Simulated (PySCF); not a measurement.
CH7NOSi.

```xyz
11

Si     0.4770     0.5230     0.0000
N     -0.3954     2.0026     0.0000
O     -0.5365    -0.8086     0.0000
C     -0.0907    -2.1416     0.0000
H      1.3220     0.4808    -1.2295
H      1.3220     0.4808     1.2295
H     -0.8950     2.2934     0.8352
H     -0.8950     2.2934    -0.8352
H      0.5181    -2.3790    -0.8945
H      0.5181    -2.3790     0.8945
H     -0.9648    -2.8123     0.0000
```
Charge 0, spin multiplicity 1.

Coordinates come from a B3LYP-D3(BJ)/def2-SVP optimisation. One conformer was computed; it need not be the lowest.

All values below come from HF/pcSseg-1 run with PySCF. Non-relativistic, no solvent.

Q: Give the absolute GIAO shielding of each atom: isotropic value and principal components (ppm). (An estimate is asked for; the answer gives what the named calculation found.)

A: 
| atom | σ(iso) | σ11 | σ22 | σ33 | span |
|---|---|---|---|---|---|
| Si1 | 427.0 | 394.4 | 432.4 | 454.0 | 59.6 |
| N2 | 247.7 | 237.2 | 238.5 | 267.3 | 30.1 |
| O3 | 332.5 | 307.4 | 332.0 | 358.2 | 50.8 |
| C4 | 144.6 | 121.8 | 124.2 | 187.6 | 65.8 |
| H5 | 27.7 | 24.1 | 26.3 | 32.7 | 8.6 |
| H6 | 27.7 | 24.1 | 26.3 | 32.7 | 8.6 |
| H7 | 30.6 | 23.7 | 26.1 | 42.0 | 18.3 |
| H8 | 30.6 | 23.7 | 26.1 | 42.0 | 18.3 |
| H9 | 28.4 | 24.3 | 26.3 | 34.7 | 10.5 |
| H10 | 28.4 | 24.3 | 26.3 | 34.7 | 10.5 |
| H11 | 28.1 | 23.7 | 25.9 | 34.6 | 10.9 |
